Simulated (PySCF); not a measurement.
CH₇BO₂Si, SMILES C(B(O)O)[SiH3].

Geometry optimised at B3LYP-D3(BJ)/def2-SVP. The structure was generated by enumeration, and PubChem lists no compound with its InChIKey, so it may never have been made. Other conformers were not sampled.

Vertical ionisation energy (IE) and electron affinity (EA) in eV. Rows of orbital energies are one-electron estimates. Where ΔSCF, EOM or ADC give a negative EA the extra electron is unbound and the value depends on the basis.

```json
[
 {"level": "−ε(HOMO), −ε(LUMO), M06-2X/def2-TZVP (PySCF)", "IE": "10.03", "EA": "-0.69"},
 {"level": "−ε(HOMO), −ε(LUMO), PBE/def2-TZVP (PySCF)", "IE": "7.30", "EA": "0.72"}
]
```
